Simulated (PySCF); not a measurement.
Species: C₂H₉GeNSi.
InChI=1S/C2H9GeNSi/c1-5-3-2-4-5/h4-5H,2-3H2,1H3/t5-/m0/s1

The calculation used PBE0-D3(BJ)/def2-SVP geometry optimisation, gas phase in PySCF.

Take the most abundant isotopes and a rigid rotor. 

Problem. Give the principal moments of inertia and the rotational constants in GHz.

Solution. Ia = 125.39, Ib = 281.32, Ic = 360.79 u·Å²; 505379 MHz·u·Å²/I gives 4030, 1796 and 1401 MHz, that is A = 4.0305, B = 1.7964, C = 1.4008 GHz.

Problem. What kind of rotor is it?

Solution. An asymmetric top: κ = (2 × 1796 − 4030 − 1401)/(4030 − 1401) = -0.70.

Problem. Is it planar, by Δ = Ic − Ia − Ib?

Solution. Not planar: Δ = Ic − Ia − Ib = -45.92 u·Å². For a rigid frame Δ = −2 Σ m c², so Σ m c² = 22.96 u·Å² lies off the ab plane: 11.48 from hydrogen and 11.48 from heavier atoms. The atom farthest from that plane is 1.92 Å away.

Problem. Give the other two planar moments, Paa and Pbb, and the rms extents of the mass along the axes.

Solution. Paa = Σ m a² = (Ib + Ic − Ia)/2 = 258.36 and Pbb = Σ m b² = (Ia + Ic − Ib)/2 = 102.43 u·Å². With the mass M = 148.97 u, the rms extents √(P/M) along a, b and c are 1.32, 0.83, 0.39 Å.

Problem. Give the coordinates in the principal-axis frame, origin at the centre of mass.

Solution. The sense of each axis is arbitrary; atoms in the order of the calculation.
| atom | mass (u) | a (Å) | b (Å) | c (Å) |
| --- | --- | --- | --- | --- |
| C1 | 12.000 | 2.633 | 0.806 | -0.569 |
| Si2 | 27.977 | 1.278 | 0.043 | 0.482 |
| N3 | 14.003 | 0.728 | -1.534 | -0.026 |
| C4 | 12.000 | -0.705 | -1.545 | -0.297 |
| Ge5 | 73.921 | -1.016 | 0.415 | -0.015 |
| H6 | 1.008 | 3.572 | 0.238 | -0.469 |
| H7 | 1.008 | 2.346 | 0.812 | -1.632 |
| H8 | 1.008 | 2.834 | 1.842 | -0.252 |
| H9 | 1.008 | 1.718 | 0.139 | 1.917 |
| H10 | 1.008 | 1.226 | -2.418 | -0.044 |
| H11 | 1.008 | -1.290 | -2.158 | 0.414 |
| H12 | 1.008 | -0.958 | -1.880 | -1.319 |
| H13 | 1.008 | -1.396 | 1.168 | -1.305 |
| H14 | 1.008 | -2.053 | 0.751 | 1.073 |

Problem. Where do the levels up to J = 2 lie, in cm⁻¹?

Solution. Above 0(0,0):
J = 1: 1(0,1) 0.1066, 1(1,1) 0.1812, 1(1,0) 0.1944
J = 2: 2(0,2) 0.3183, 2(1,2) 0.3813, 2(1,1) 0.4209, 2(2,1) 0.6444, 2(2,0) 0.6460

Problem. Which lines would a microwave search look for?

Solution. The dipole components are |μa| = 0.68 D, |μb| = 0.64 D, |μc| = 0.42 D. Intensities carry the squares of the components, which stand as 1.00 : 0.89 : 0.39 (a : b : c). Some lines, for components of 0.1 D or more:

| type | branch | J(Ka,Kc) | MHz | lower level (cm⁻¹) |
| --- | --- | --- | --- | --- |
| a | Q | 2(1,1) ← 2(1,2) | 1187 | 0.381 |
| c | Q | 2(1,2) ← 2(0,2) | 1886 | 0.318 |
| c | Q | 1(1,1) ← 1(0,1) | 2234 | 0.107 |
| b | Q | 2(1,1) ← 2(0,2) | 3073 | 0.318 |
| a | R | 1(0,1) ← 0(0,0) | 3197 | 0.000 |
| b | R | 2(0,2) ← 1(1,1) | 4112 | 0.181 |
| c | R | 1(1,0) ← 0(0,0) | 5827 | 0.000 |
| b | Q | 3(2,1) ← 3(1,2) | 6376 | 0.760 |
| a | R | 2(1,1) ← 1(1,0) | 6790 | 0.194 |
| b | Q | 2(2,1) ← 2(1,2) | 7889 | 0.381 |
| c | R | 2(1,1) ← 1(0,1) | 9420 | 0.107 |
| a | R | 3(2,2) ← 2(2,1) | 9592 | 0.644 |
| a | R | 3(2,1) ← 2(2,0) | 9779 | 0.646 |
| a | R | 3(1,2) ← 2(1,1) | 10153 | 0.421 |
| b | Q | 3(3,1) ← 3(2,2) | 12188 | 0.964 |
| c | R | 2(2,0) ← 1(1,0) | 13540 | 0.194 |
| c | R | 2(2,1) ← 1(1,1) | 13888 | 0.181 |
| b | R | 2(2,0) ← 1(1,1) | 13936 | 0.181 |
| b | R | 3(2,2) ← 2(1,1) | 16294 | 0.421 |
| c | R | 3(2,1) ← 2(1,1) | 16529 | 0.421 |
| c | R | 3(2,2) ← 2(1,2) | 17481 | 0.381 |
| b | R | 3(2,1) ← 2(1,2) | 17716 | 0.381 |
| b | R | 3(3,1) ← 2(2,0) | 21731 | 0.646 |
| c | R | 3(3,0) ← 2(2,0) | 21735 | 0.646 |
| c | R | 3(3,1) ← 2(2,1) | 21779 | 0.644 |
| b | R | 3(3,0) ← 2(2,1) | 21783 | 0.644 |

Problem. Estimate the classical rotational partition function at 25 K, 100 K and 200 K.

Solution. Point group C1, symmetry number σ = 1; q = (√π/σ)·√((kT/h)³/(ABC)), k/h = 20836.6 MHz/K: 6620 at 25 K, 52900 at 100 K, 150000 at 200 K.

Whether it is a minimum is left open (no frequencies). No vibrational averaging or centrifugal distortion is included, and the geometry carries the error of its method. A rigid rotor knows nothing of internal rotation, which can split or shift real lines. Quadrupole hyperfine structure (14N) is left out.
